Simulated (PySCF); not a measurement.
**Bond curve of SmH**

Set-up: Sm x2c-TZVPPall, H x2c-TZVPPall; spin-free X2C with a Gaussian nucleus (PySCF 2.14). Energies in eV from Sm (4f6 6s2) + H in their ground configurations at the same level. State: octet, about 6.0 electrons in the 4f shell (Mulliken), real f orbitals that mix terms.

| R (Å) | PW91 | r²SCANh |
| --- | --- | --- |
| 1.814 | -1.820 | -2.035 |
| 1.898 | -1.988 | -2.210 |
| 1.982 | -2.085 | -2.312 |
| 2.046 | -2.119 | -2.349 |
| 2.109 | -2.127 | -2.359 |
| 2.172 | -2.114 | -2.346 |
| 2.257 | -2.069 | -2.301 |
| 2.362 | -1.980 | -2.209 |
| 2.489 | -1.841 | -2.064 |
| 2.657 | -1.625 | -1.834 |

Problem. Put a parabola through the three lowest points of the PW91 curve and estimate Re, k and ωe (reduced mass 1.001 u; 1 eV/Å² = 0.16022 mdyn/Å; ωe = 1302.8·√(k/μ) cm⁻¹).

Solution. Through R = 2.046, 2.109, 2.172 Å the second-order coefficient is 2.65 eV/Å², so Re ≈ 2.101 Å, k ≈ 0.848 mdyn/Å and ωe ≈ 1199 cm⁻¹. A polynomial fit of higher order to the unrounded PW91 energies gives Re = 2.099 Å, k = 0.893 mdyn/Å, ωe = 1230 cm⁻¹; anharmonicity and rounding make the difference.

The higher-order fit for each curve: PW91: Re = 2.099 Å, ωe = 1230 cm⁻¹, De = 2.13 eV; r²SCANh: Re = 2.103 Å, ωe = 1249 cm⁻¹, De = 2.36 eV.

These are scalar-relativistic numbers at best; spin–orbit coupling would shift them, the dissociation energy most. With d or f electrons several states lie close, and the lowest PBE0 determinant need not be the measured ground state.
